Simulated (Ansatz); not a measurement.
(ClZn-mu-H)2 (Zn₂H₂Cl₂), 6 atoms. Hardware: 4 threads of Intel Xeon Platinum 8259CL on a shared host.

The 6-31G sets use Cartesian d functions. Correlated methods freeze 28 core orbitals.

How many basis functions does each of these Ansatz runs have, and roughly what does it cost? r2SCAN-D4/def2-TZVP, charge 0 singlet, energy, from earlier orbitals; PBE0-D4/def2-TZVP, charge 1 doublet at the geometry of the charge 0 singlet, energy, from earlier orbitals; PBE-D4/def2-SVP, charge 0 singlet, energy, from earlier orbitals; ωB97X-V/def2-TZVP, charge 0 singlet, energy, from earlier orbitals; B3LYP-D4/6-31G, charge 0 singlet, energy; r2SCAN-D4/def2-TZVP, charge 1 doublet at the geometry of the charge 0 singlet, energy, from earlier orbitals; HF/6-31G, charge 0 singlet, energy; PBE0-D4/def2-TZVP, charge 0 singlet, energy, from earlier orbitals; B2PLYP/def2-TZVP, charge 0 singlet, energy, from earlier orbitals; LC-ωPBE/def2-TZVP, charge 0 singlet, energy, from earlier orbitals; PBE0-D4/def2-SVP, charge 1 doublet at the geometry of the charge 0 singlet, energy with a search over starts; ωB97M-V/def2-TZVP, charge 0 singlet, energy, from earlier orbitals.

Other jobs shared the machine, so times can vary by a factor of up to 3. A dash marks memory too small to be measured apart from the calling script's.

```csv
run,functions,fitting or Cholesky vectors,wall time,peak host memory (GiB)
"HF/6-31G, charge 0 singlet, energy",88,925,1.2 s,–
"PBE-D4/def2-SVP, charge 0 singlet, energy, from earlier orbitals",108,1222,1.4 s,–
"B3LYP-D4/6-31G, charge 0 singlet, energy",88,925,2 s,–
"LC-ωPBE/def2-TZVP, charge 0 singlet, energy, from earlier orbitals",182,1520,3.2 s,–
"r2SCAN-D4/def2-TZVP, charge 0 singlet, energy, from earlier orbitals",182,1520,4.1 s,–
"PBE0-D4/def2-TZVP, charge 0 singlet, energy, from earlier orbitals",182,1706,5 s,0.6
"B2PLYP/def2-TZVP, charge 0 singlet, energy, from earlier orbitals",182,1338,6.5 s,–
"PBE0-D4/def2-SVP, charge 1 doublet at the geometry of the charge 0 singlet, energy with a search over starts",108,1026,6.5 s,–
"PBE0-D4/def2-TZVP, charge 1 doublet at the geometry of the charge 0 singlet, energy, from earlier orbitals",182,1338,9 s,0.69
"ωB97M-V/def2-TZVP, charge 0 singlet, energy, from earlier orbitals",182,1608,11 s,0.72
"ωB97X-V/def2-TZVP, charge 0 singlet, energy, from earlier orbitals",182,1608,11 s,0.7
"r2SCAN-D4/def2-TZVP, charge 1 doublet at the geometry of the charge 0 singlet, energy, from earlier orbitals",182,1520,11 s,–
```
